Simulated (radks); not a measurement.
Results of a calculation; reference values are marked as such.
Os XIII, 64 electrons, occupied as [Kr] 4d10 4f14 5s2 5p2. Level of theory: scalar-relativistic Kohn-Sham, SCAN, spin-polarised, spherical densities, finite nucleus; open shells are filled with parallel spins first (spin-orbit coupling, left out, can overturn this in heavy ions); meta-GGA in the generalised Kohn-Sham scheme; Fermi nuclear charge, rms radius 5.4126 fm (a radial shooting solver on a logarithmic mesh with Libxc functionals).

Normalised radial functions P(r) = r R(r), r in bohr:

r           4d up    5s up  5s down
0.002272   0.0002   0.1368   0.1377
0.003444   0.0006   0.1732   0.1743
0.005179   0.0018   0.2048   0.2062
0.007851   0.0054   0.2166   0.2180
0.01181    0.0157   0.1816   0.1828
0.01775    0.0439   0.0705   0.0710
0.02691    0.1173  -0.1246  -0.1254
0.04047    0.2771  -0.3097  -0.3117
0.06135    0.5638  -0.2769  -0.2787
0.09226    0.8745   0.1141   0.1149
0.1399     0.8346   0.4826   0.4858
0.2103     0.0134   0.0703   0.0704
0.3163    -1.2009  -0.6722  -0.6765
0.4794    -1.5668  -0.1715  -0.1700
0.721     -0.8761   1.0520   1.0572
1.093     -0.2084   1.0703   1.0675
1.644     -0.0166   0.3178   0.3141
2.491     -0.0002   0.0207   0.0209
3.747     0.0000   0.0002   0.0002

4d up: eigenvalue -491.90 eV, 1 radial node at r = 0.211 bohr, <r> = 0.487 bohr, 90 % of the charge inside 0.727 bohr. 5s up: eigenvalue -294.68 eV, 4 radial nodes at r = 0.0210, 0.0839, 0.218, 0.507 bohr, <r> = 0.939 bohr, 90 % of the charge inside 1.32 bohr. 5s down: eigenvalue -290.95 eV, 4 radial nodes at r = 0.0210, 0.0839, 0.218, 0.507 bohr, <r> = 0.937 bohr, 90 % of the charge inside 1.32 bohr.

Empty levels of this run are not shown, since the potential may be unsettled where no density lies.
